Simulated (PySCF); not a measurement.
Compound: C5H10O2S.
SMILES: `CS(=O)(/C=C/CC)=O`

Computed with TDDFT PBE0/def2-SVPD, vertical, gas phase, core orbitals frozen in the response (PySCF). Geometry: GFN2-xTB, one conformer, isolated molecule. Torsions of this conformer, `[CH3:1][CH2:2]/[CH:3]=[CH:4]/[S:5]([CH3:6])(=[O:7])=[O:8]`: C1–C2–C3–C4 123°, C3–C4–S5–C6 111°.

Each state is given a Gaussian of 0.4 eV full width at half maximum, with ε(max) = 2.175×10⁸ f / Δν̃ (Δν̃ the width in cm⁻¹). The width is an assumption, not a result. The curve ends short of the highest state used, and states not computed would add to its high-energy end.

λ (nm), ε (L mol⁻¹ cm⁻¹) and a bar:
```
    177.9      19494 ##############################
    179.4      14320 ######################
    180.9       9909 ###############
    182.3       6720 ##########
    183.8       4306 #######
    185.3       2800 ####
    186.8       2009 ###
    188.3       1710 ###
    189.7       1687 ###
    191.2       1764 ###
    192.7       1817 ###
    194.2       1774 ###
    195.6       1639 ###
    197.1       1421 ##
    198.6       1176 ##
    200.1        949 #
    201.6        768 #
    203.0        645 #
    204.5        554 #
    206.0        489 #
    207.5        435 #
    208.9        384 #
    210.4        326 #
    211.9        266 
    213.4        206 
    214.8        156 
    216.3        110 
    217.8         74 
    219.3         48 
    220.8         29 
    222.2         18 
    223.7         10 
    225.2          6 
    226.7          3 
    228.1          2 
    229.6          1
```

Problem. Where are the band maxima, and which computed states make them?

Solution. 193 nm (6.43 eV), ε about 1800, made up of S2 (96%) (ε in L mol⁻¹ cm⁻¹; maxima over ε = 5, shares over 10%). At its high-energy end, 6.97 eV, the curve is still rising (ε about 20000, from S3 and S4). The states used: S1 6.00 eV (f 0.0056); S2 6.42 eV (f 0.026); S3 6.96 eV (f 0.094); S4 7.17 eV (f 0.377); S5 7.31 eV (f 0.059); S6 7.57 eV (f 0.0077).

Problem. Does any computed singlet lie in the visible range?

Solution. No computed singlet lies in the visible range (380 to 750 nm); the lowest, at 207 nm, stands 2.74 eV above its violet end (3.26 eV).

Problem. What would ε be at 6.43 eV, the highest of these maxima, with half the width (0.2 eV)?

Solution. About 3470 L mol⁻¹ cm⁻¹ against 1820, a factor of about 1.9; a lone state at its own centre would give exactly 2.

Problem. On this curve, what absorbance would a 10⁻⁴ mol/L sample give at 193 nm over a 1 cm path?

Solution. 193 nm is 6.424 eV, where ε is about 1800 L mol⁻¹ cm⁻¹, so A = ε c l ≈ 0.18 (Beer–Lambert, with the gas-phase spectrum and the assumed width).
